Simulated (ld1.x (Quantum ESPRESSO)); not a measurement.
# Te: one change to a TM potential, before and after

```json
{
  "Element": "Te (Z = 52)",
  "Generator": "ld1.x (Quantum ESPRESSO) 7.5",
  "Type": "norm-conserving Troullier–Martins (Kleinman–Bylander form)",
  "Functional": "PBEsol",
  "Relativity": "scalar-relativistic",
  "Frozen core": "[Kr] 4d10",
  "Valence charge": "6",
  "Reference configuration": "5s1 5p5",
  "Partial waves": "5s (bound): rc 1.50 bohr; 5p (bound): rc 1.55 bohr; 5d channel at -0.05 Ry: rc 1.60 bohr",
  "Local potential": "the d channel",
  "Core correction": "a·sin(br)/r model core inside 0.70 bohr"
}
```

All-electron outer shells of the reference configuration (PBEsol, scalar-relativistic, ld1.x):

```json
{"shell": "4p", "level (eV)": "-115.63", "outermost node (bohr)": "0.38", "outermost maximum (bohr)": "0.74"}
{"shell": "4d", "level (eV)": "-42.93", "outermost node (bohr)": "0.36", "outermost maximum (bohr)": "0.81"}
{"shell": "5s", "level (eV)": "-15.90", "outermost node (bohr)": "0.91", "outermost maximum (bohr)": "1.77"}
{"shell": "5p", "level (eV)": "-6.52", "outermost node (bohr)": "1.00", "outermost maximum (bohr)": "2.14"}
```

Change: all radii but the core radius scaled by about 0.95 (s 1.44, p 1.48, d 1.52 bohr).

Cutoffs: the cutoffs (Ry, on a coarse ladder) from which the occupation-weighted sum of valence levels, in a spherical-Bessel basis at the reference potential, stays within 10 and 1 mRy of its value at 400 Ry; they do not see the model core or the augmentation charge, which bear on the density cutoff. Errors are all-electron minus pseudo energies relative to the spin-unpolarised reference configuration.

How do hardness, ghosts and transferability respond?

The potential gets harder (60 Ry and 160 Ry → 120 Ry and 180 Ry); both files keep a bound ghost (p, s); the d channel binds one level more than in the base; of the 7 tests that both files solve, the error grows in 3 and shrinks in 0 by more than 15 % and 0.3 meV (median size 6.4 → 6.1 meV). A smaller radius makes the pseudo-wave follow the all-electron one further in, where it bends more sharply, so more plane waves are needed. That the errors move this way runs against the usual rule that smaller radii transfer better.

| quantity | base | changed |
| --- | --- | --- |
| cutoff, loose | 60 Ry | 120 Ry |
| cutoff, tight | 160 Ry | 180 Ry |
| loose cutoff by channel (10 mRy a level) | s 35 Ry, p 50 Ry | s 50 Ry, p 90 Ry |
| bound ghosts | s, p | s, p |
| error for 5s2 5p4, meV [ΔE -9.29 eV] | -6.0 | -5.8 |
| error for 5s2 5p3, meV [ΔE 0.47 eV] | -4.1 | -4.4 |
| error for 5s2 5p2, meV [ΔE 18.44 eV] | -12 | -15 |
| error for 5s2 5p4.3, meV [ΔE -10.76 eV] | -6.4 | -6.1 |
| error for 5s2 5p3.5, meV [ΔE -5.38 eV] | -4.9 | -4.9 |
| error for 5s2 5p0, meV [ΔE 81.92 eV] | -209 | -256 |
| error for 5s2 5p1, meV [ΔE 45.39 eV] | -60 | -74 |

 A true bound ghost makes a file unfit for plane-wave use even where its test errors are small: the radial tests pick states by their node count and pass the ghost by.
